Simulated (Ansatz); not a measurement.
```yaml
crystal:
  periodic: [false, false, false]
  atoms:
    - {symbol: F, position_ang: [0.158790, -0.427797, 1.789817]}
    - {symbol: Ti, position_ang: [1.454333, -0.971514, -0.692440]}
    - {symbol: F, position_ang: [1.404333, -1.021514, -0.692440]}
    - {symbol: I, position_ang: [-2.106982, -0.846134, -0.871659]}
    - {symbol: I, position_ang: [0.458443, 2.351883, -0.349312]}
basis:
  gaussian: {orbitals: def2-mTZVPP}
hamiltonian: {xc: {name: BHLYP}}
output: {forces: true}
```

```sh
$ ansatz run in.yaml --threads 4 --pin off --events-out ev --progress --plain --max-ram 11315MiB
```

Output, abridged:

```
Functional definition: BHLYP
1422 factors; integrals over basis functions are off by at most 2.1e-4 eV
mean field evaluation 1: about -20023.5947 eV, gradient 5.3e2 eV
mean field evaluation 2: about -17737.1891 eV, gradient 8.8e2 eV
mean field evaluation 4: about -20190.1660 eV, gradient 1.1e2 eV
mean field evaluation 8: about -20222.5016 eV, gradient 4.9e1 eV
mean field evaluation 16: about -20235.9886 eV, gradient 5.2e0 eV
mean field evaluation 32: about -20236.0739 eV, gradient 9.2e-3 eV
a density is far from that of the atoms, so the factors are made again for it
1497 factors; integrals over basis functions are off by at most 2.1e-4 eV
mean field -20236.07860301 eV, -743.6621721540 hartree, gradient 1.1e-5 eV, S^2 0.000000; 0 other end points of the search recorded, 0 dependent functions left out
reference -20236.07877780 eV, -743.6621785773 hartree; 45, 45 occupied and 108, 108 virtual orbitals, 1497 factors
Total energy: -20236.07877780 eV, -743.6621785773 hartree
Atom 0 at     0.158790    -0.427797     1.789817 Å, force     0.497671    -0.104435    -1.809357 eV/Å
Atom 1 at     1.454333    -0.971514    -0.692440 Å, force 347595.107677 347592.299858    -5.019813 eV/Å
Atom 2 at     1.404333    -1.021514    -0.692440 Å, force -347595.805137 -347591.664502     6.422341 eV/Å
Atom 3 at    -2.106982    -0.846134    -0.871659 Å, force     0.666018     0.644095     0.257975 eV/Å
Atom 4 at     0.458443     2.351883    -0.349312 Å, force    -0.466229    -1.175016     0.148854 eV/Å
Dipole moment:     1.090889    -0.491373    -1.387080 e Å
```

What is wrong with this run?

One atom was put on top of another. The calculation finished and met its thresholds. The result belongs to that input, not to the molecule as meant.
